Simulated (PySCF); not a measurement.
# GaAs at UHF-MP2

Computed with UHF-MP2; Ga def2-TZVPPD, As def2-TZVPPD; no relativity (PySCF 2.14).

```json
{
 "state": "³Σ⁻ (triplet), unpaired electrons π ↑↑",
 "bond length": "2.527 Å",
 "harmonic wavenumber": "228 cm⁻¹",
 "force constant": "1.10 mdyn/Å",
 "rotational constant Be": "0.07352 cm⁻¹",
 "anharmonicity ωexe": "0.525 cm⁻¹",
 "vibration–rotation constant αe": "0.000282 cm⁻¹",
 "well depth De to Ga + As": "1.78 eV",
 "dissociation energy D0": "1.77 eV"
}
```

Correlated steps freeze 18 core orbitals. Spin–orbit coupling is left out. The state is the lowest determinant that a PBE0 search found; another state may lie lower at other levels.
